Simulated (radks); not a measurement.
Results of a calculation; reference values are marked as such.
Isoelectronic series with 19 electrons, each ion in its NIST ground configuration. Level of theory: Dirac Kohn-Sham, PBE, spin-unpolarised, spherical densities, finite nucleus; open shells fill j = l - 1/2 first; Fermi nuclear charge, rms radius of each element as measured or else 0.836 A^(1/3) + 0.57 fm (a radial shooting solver on a logarithmic mesh with Libxc functionals). Total energies (hartree) and orbital eigenvalues (eV) (* marks an orbital that is empty in some or all of the ions):

ion    configuration  E (hartree)     4s1/2*      3p3/2      3p1/2
K           [Ar] 4s1   -602.08908    -2.3190   -18.7229   -18.9895
Ti3+        [Ar] 3d1   -851.81353   -26.4378   -70.6759   -71.3668
Mn6+        [Ar] 3d1  -1148.28435   -69.9264  -156.6751  -158.1789
Ni9+        [Ar] 3d1  -1491.51998  -130.0318  -271.2776  -274.1368
Ga12+       [Ar] 3d1  -1881.91432  -206.3245  -413.8392  -418.7907
Se15+       [Ar] 3d1  -2319.96994  -298.7253  -584.1680  -592.1787
Rb18+       [Ar] 3d1  -2806.27789  -407.2829  -782.2174  -794.5211
Zr21+       [Ar] 3d1  -3341.51403  -532.1152  -1008.010  -1026.148
Tc24+       [Ar] 3d1  -3926.44076  -673.3879  -1261.612  -1287.472
Pd27+       [Ar] 3d1  -4561.91691  -831.3067  -1543.114  -1578.987
In30+       [Ar] 3d1  -5248.90136  -1006.113  -1852.634  -1901.257
Te33+       [Ar] 3d1  -5988.45581  -1198.085  -2190.307  -2254.925
Cs36+       [Ar] 3d1   -6781.7734  -1407.537  -2556.286  -2640.718
Ce39+       [Ar] 3d1   -7630.1651  -1634.822  -2950.742  -3059.450
Pm42+       [Ar] 3d1   -8535.0906  -1880.335  -3373.861  -3512.033
Gd45+       [Ar] 3d1   -9498.1412  -2144.512  -3825.844  -3999.488
Ho48+       [Ar] 3d1  -10521.1895  -2427.853  -4306.907  -4522.955
Yb51+       [Ar] 3d1  -11606.1792  -2730.897  -4817.285  -5083.712
Ta54+       [Ar] 3d1  -12755.4135  -3054.262  -5357.223  -5683.190
